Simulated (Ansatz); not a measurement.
Reaction (isomerisation): `COBS` → `CB(O)S`

Calculated with Ansatz (gas phase, PBE0-D4/def2-TZVP geometries, no zero-point term in ΔE). CBS: MP2 limit from def2 TZ/QZ plus the TZ coupled-cluster correction, frozen cores. Functionals use def2-TZVPP. HSE06 is defined as in plane-wave codes. Each species was taken in one conformer, which may not be the lowest.

```json
{"level": "BLYP-D4", "ΔE (kJ/mol)": "-89.5"}
{"level": "r2SCANh-D4", "ΔE (kJ/mol)": "-101.2"}
{"level": "HSE06-D4", "ΔE (kJ/mol)": "-99.4"}
{"level": "B2PLYP", "ΔE (kJ/mol)": "-93.3"}
{"level": "revPBE", "ΔE (kJ/mol)": "-94.1"}
{"level": "HSE06", "ΔE (kJ/mol)": "-98.2"}
{"level": "CAM-B3LYP", "ΔE (kJ/mol)": "-90.5"}
{"level": "SCS-MP2/def2-QZVPP", "ΔE (kJ/mol)": "-95.8"}
```

Problem. What does CCSD(T)/CBS give? (Best estimate.)

Solution. The calculation gave: -99.0 kJ/mol. The listed levels differ from it by 9.5, -2.2, -0.4, 5.7, 4.9, 0.8, 8.5, 3.2 kJ/mol.

Largest T1 diagnostic among the species: 0.013.

In def2-TZVPP, CCSD(T) changes the Hartree–Fock value by −11.3 kJ/mol (the triples alone add −0.6 kJ/mol) and MP2 by −17.1 kJ/mol. Leaving LDA and LC-ωPBE aside and taking each functional with its dispersion term where it has one, the values, not all of them listed here, spread over 12.8 kJ/mol, from B97M-V to BLYP-D4. LDA lies −4.0 kJ/mol from PBE without D4.
